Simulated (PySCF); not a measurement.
AlBrO. Atoms are numbered in the order given.

```xyz
3

Al     0.0000     0.0000    -1.1564
O      0.0000     0.0000    -2.7558
Br     0.0000     0.0000     1.0594
```
Charge 0, spin multiplicity 1.

Geometry: r2SCAN-D4/def2-TZVP.

The numbers are results of B3LYP/pcSseg-2 in PySCF, not measurements.

GIAO shieldings, no solvent; atoms alike by connectivity are averaged. δ = σ(ref) − σ: ¹⁷O against H2O (σ = 325.5 ppm), references at their B3LYP-D3(BJ)/def2-TZVP geometries, non-relativistic (without spin–orbit terms, shifts of atoms bonded to Cl or Br come out too high).

```tsv
nucleus	atoms	count	δ (ppm)
¹⁷O	O2	1	240.8
```
